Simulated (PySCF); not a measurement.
Stepwise substitution at one centre (Al NH2-SiH3). Gas-phase values, no solvent. Strings in code marks are SMILES.

The numbers are results of B3LYP-D3(BJ)/def2-TZVP (PySCF), not measurements. B3LYP has the VWN-RPA correlation part, as in Gaussian. Excitations are Tamm–Dancoff values on a coarser integration grid. The basis has no diffuse functions, so Rydberg states are missing or too high.

```
species                                                   T1 excitation (TDA) (eV)  S1 oscillator strength
--------------------------------------------------------  ------------------------  ----------------------
0 of 3 NH2 replaced by SiH3 (`[NH2][Al]([NH2])[NH2]`)                         5.09                   0.005
1 of 3 NH2 replaced by SiH3 (`[NH2][Al]([NH2])[SiH3]`)                        4.88              (withheld)
2 of 3 NH2 replaced by SiH3 (`[NH2][Al]([SiH3])[SiH3]`)                       3.76              (withheld)
3 of 3 NH2 replaced by SiH3 (`[SiH3][Al]([SiH3])[SiH3]`)                      2.85                   0.000
```

Question: Some entries are withheld; supply them.

Answer: 
- 1 of 3 NH2 replaced by SiH3 (`[NH2][Al]([NH2])[SiH3]`), S1 oscillator strength: 0.000
- 2 of 3 NH2 replaced by SiH3 (`[NH2][Al]([SiH3])[SiH3]`), S1 oscillator strength: 0.000
